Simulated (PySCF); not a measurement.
A made-up structure of SiNHTe, singlet:

```csv
atom,x (Å),y (Å),z (Å)
N1,0.4418,-1.0516,-0.6578
Si2,-1.2643,-1.1650,0.9086
Te3,0.1617,0.4329,-0.0635
H4,0.7181,2.0204,-0.2265
```

It is relaxed with PBE-D4/def2-SVP and then PBE0-D4/def2-TZVP (PySCF 2.14 with density fitting (its default auxiliary sets; JK sets also for MP2 and CCSD(T))). Atoms count as bonded within 1.22 times the sum of their covalent radii (H–H: 0.88 Å). The end point is not checked to be a true minimum.

(1) Does its bonding change? (A judgement: the text doesn't fix the answer.)

Answers

(1) By the calculation: Yes. Formed: N1–Si2; broken: none.

Where it ends: The first stage lowers the energy by 2.76 eV in 13 steps. It ends as SiNHTe ([N]1[Si][TeH]1):
```
4
angstrom
N 0.3679 -1.1446 -0.4154
Si -1.1610 -1.2184 0.1774
Te 0.6764 0.5957 0.6648
H 0.2187 1.6990 -0.5060
```

Labels in which every atom is bracketed show which atoms are joined, not bond orders.

For scale, one of the runs: PBE0-D4/def2-TZVP relaxation, 124 basis functions, launched by `OMP_NUM_THREADS=2 python run.py`. Time: 3.4 min of wall clock on 2 CPU threads of an Arm Neoverse V1; the host was shared. Peak host memory: 1.2 GiB.
